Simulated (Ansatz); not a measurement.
CH₃Si, doublet, at a GFN2-xTB geometry. Base run: Ansatz (a program for electronic structure) with HF/pcseg-1.

Ansatz was given this input:
Ansatz 0.2 input:
```yaml
crystal:
  periodic: [false, false, false]
  atoms:
    - {symbol: C, position_ang: [-1.13014189, 0.00566523, -0.00711113]}
    - {symbol: Si, position_ang: [0.81261806, -0.00407353, 0.00511319]}
    - {symbol: H, position_ang: [-1.52987408, -0.60088156, -0.82180865]}
    - {symbol: H, position_ang: [-1.52612189, 1.01530756, -0.13055784]}
    - {symbol: H, position_ang: [-1.53980551, -0.39138794, 0.92344859]}
basis:
  gaussian:
    orbitals: pcseg-1.json
hamiltonian:
  xc: hf
magnetization: {spin_polarized: true, initial_magnetization: 1}
```
The basis file holds pcseg-1 in the JSON format of the Basis Set Exchange.

Variants of this job, named by their change:

| change | ΔE vs base (µEh) |
|---|---|
| base | 0.0 |
| forces = on | 0.0 |
| point_charge = charge:1.0 position_ang:-5.4796, -0.8786, 1.4051 | -688 |
| lower_state_search = off | 0.0 |
| lower_state_search = light | 0.0 |
| fitting.mean_field = def2-universal-JKFIT | -3.3 |
| nuclear_model = gaussian | 175 |
| point_charge = charge:0.5 position_ang:-4.9698, 2.2564, -1.4307 | 239 |
| point_charge = charge:-1.0 position_ang:1.9369, -1.6891, 3.4 | -9385 |
| accuracy = high | -0.7 |
| lower_state_search = full | 0.0 |
